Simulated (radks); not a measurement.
Problem. The cobalt ion Co6+ is in [Ar] 3d3. All-electron calculation, scalar-relativistic Kohn-Sham, PBE, spin-polarised, spherical densities, finite nucleus; Fermi nuclear charge, rms radius of each element as measured or else 0.836 A^(1/3) + 0.57 fm. Program: a radial shooting solver on a logarithmic mesh with Libxc functionals. Open shells are filled with parallel spins first. One electron is removed from 3p, 3s, 2p, 3d in turn, with full relaxation. Which removal costs least, and what does each cost?

Solution. 3d 129.48 eV; 3p 184.89 eV; 3s 222.96 eV; 2p 925.56 eV. The 3d electron leaves first.
